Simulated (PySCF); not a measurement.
Input for PySCF: R-HF/STO-3G on CHN (SMILES C#N).

```python
from pyscf import gto, scf, dft, mp
from pyscf.data.elements import chemcore

mol = gto.M(
    atom='''
    C     0.08905289    0.41416756    3.77240307
    N     0.05772903    0.30529415    2.63272059
    H     0.11824781    0.51564580    4.83397870
    ''',
    basis='sto-3g',
    charge=0, spin=0, verbose=3, max_memory=1800)
mf = scf.RHF(mol)
mf.conv_tol = 1e-8
mf.max_cycle = 100
mf.kernel()
if not mf.converged:
    mf = mf.newton().run(mf.mo_coeff, mf.mo_occ)
```

Program output:

```
converged SCF energy = -91.6750160672905
```

The calculation finished and met its thresholds.

Cost: roughly 0.11 core-seconds.
